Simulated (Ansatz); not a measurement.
`FC(I)CI` + H–F → `FCI` + `FCI` at 600 K and 1 bar (substitution at a C–C bond).

Program: Ansatz. Geometries: PBE0-D4/def2-TZVP. ΔE: electronic, gas phase. CCSD(T)/CBS adds triple-zeta CCSD(T) − MP2 to the extrapolated MP2 energy (def2 sets, frozen cores). This one scheme is used for every species. Elements past krypton have def2 core potentials. For I outer-core shells are correlated without core-valence functions, which leaves a few kJ/mol of doubt a bond. Each species was taken in one conformer, which may not be the lowest.

```tsv
species	CCSD(T)/CBS energy (Eh)	H − E (kJ/mol)	S (J/(mol·K))
`FC(I)CI`	-772.57591	177.7	437.4
H–F	-100.39570	42.3	194.0
`FCI`	-436.46970	109.1	326.3
`FCI`	-436.46970	109.1	326.3
```

H − E and S are ideal-gas, rigid-rotor, harmonic terms from PBE0-D4/def2-TZVP, for one conformer and one mirror image of each species. 1 Eh = 2625.50 kJ/mol, R = 8.31446 J/(mol·K).

Question: By hand: ΔE, ΔH, ΔS and ΔG.

Answer: ΔE = (-436.46970) + (-436.46970) − (-772.57591) − (-100.39570) = 0.03221 Eh = 84.6 kJ/mol. Δ(H − E) = 109.1 + 109.1 − 177.7 − 42.3 = -1.8, so ΔH = 82.8 kJ/mol. ΔS = 326.3 + 326.3 − 437.4 − 194.0 = 21.2 J/(mol·K). ΔG = 82.8 − 600 × (21.2)/1000 = 70.1 kJ/mol.

Question: By hand: the equilibrium constant, and the temperature at which ΔG would vanish if ΔH and ΔS stayed fixed.

Answer: log₁₀ K = −ΔG/(RT ln 10) = -6.1. ΔG = 0 at ΔH/ΔS = 3906 K, far beyond where these terms or the molecules hold.

ΔH outweighs TΔS. A doubt of 5 kJ/mol in ΔE shifts log₁₀ K by 0.4 here. Other conformers and mirror images would add mixing entropy, several J/(mol·K) or more a flexible species. These are equilibria of isolated gas molecules and say nothing of rates. Largest T1 diagnostic: 0.010 (customary marks: 0.02 for closed shells, 0.045 for open ones).
